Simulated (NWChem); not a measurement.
Molecule: C4H5F; SMILES C=C/C=C/F

```xyz
10

C     -0.2618     2.4588     0.0000
C      0.3816     1.2822     0.0000
C     -0.2761    -0.0148     0.0000
C      0.4005    -1.1665     0.0000
F     -0.2206    -2.3597     0.0000
H     -1.3478     2.5157     0.0000
H      0.2769     3.4012     0.0000
H      1.4719     1.2741     0.0000
H     -1.3635    -0.0490     0.0000
H      1.4829    -1.2632     0.0000
```
Atoms are numbered in this order, from 1.

Computed with NWChem. Medium grid unless said otherwise, to which SCAN and Minnesota functionals are sensitive. Structure relaxed at the B3LYP/6-31G* (spherical d) level.

Predict the results for r2SCAN/def2-TZVP. Quantities: highest occupied level (eV); orbital gap (eV); dipole (D).


```json
{
 "highest occupied level (eV)": "-5.88",
 "orbital gap (eV)": "4.26",
 "dipole (D)": "1.11"
}
```
